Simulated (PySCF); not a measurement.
Shifts of the heteroatoms

Structure with atom numbers: `[N:1]#[C:2][C:3]1=[C:4]([CH2:5][CH2:6][OH:7])[SiH2:8][SiH2:9]1`. Hydrogens are named by the atom that carries them.

- GFN2-xTB structure
- shielding tensors at PBE0/pcSseg-1 (GIAO)
- code: PySCF 2.14
- no solvent model, one conformer, fast rotation and ring inversion assumed for equivalent nuclei, no relativistic terms

(1) Predict the ²⁹Si NMR data.

(2) What are the ¹⁵N shifts?

(3) Predict the ¹⁷O NMR data.

## Answers

(1) 
```json
{"atoms": "Si9", "environment": "silicon bonded to C, Si, 2 H, in a 4-membered ring", "σ (ppm)": "395.1", "δ (ppm)": "-44.8"}
{"atoms": "Si8", "environment": "silicon bonded to C, Si, 2 H, in a 4-membered ring", "σ (ppm)": "410.4", "δ (ppm)": "-57.4"}
```

Shieldings were converted by a linear fit to measured shifts: ²⁹Si: δ = 279.94 − 0.822σ (rms 8.9 ppm, 72 shifts, 25.8 ppm with the 6 outliers that the fit left out vs TMS, solution or neat liquid). Occasional misses reach two or three times the rms, and more in compound classes unlike the fitted ones.

On a 600 MHz spectrometer ²⁹Si resonates near 119.2 MHz, so 1 ppm is 119.2 Hz.

(2) 
| atoms | environment | σ (ppm) | δ (ppm) |
| --- | --- | --- | --- |
| N1 | nitrile nitrogen | -65.7 | -87.5 |

Shieldings were converted by a linear fit to measured shifts: ¹⁵N: δ = -148.07 − 0.921σ (rms 6.3 ppm, 71 shifts vs CH3NO2, solution or neat liquid). A few per cent of atoms miss by over 2 rms, more outside the fitted compound classes.

On a 300 MHz spectrometer ¹⁵N resonates near 30.4 MHz, so 1 ppm is 30.4 Hz.

(3) 
| atoms | environment | σ (ppm) | δ (ppm) |
| --- | --- | --- | --- |
| O7 | alcohol oxygen | 284.1 | 7.9 |

Shieldings were converted by a linear fit to measured shifts: ¹⁷O (scatter 10.7 ppm rms, 12.2 ppm with the 3 outliers that the fit left out vs liquid water, solution or neat liquid). Occasional misses reach two or three times the rms, and more in compound classes unlike the fitted ones.

On a 400 MHz spectrometer ¹⁷O resonates near 54.2 MHz, so 1 ppm is 54.2 Hz.
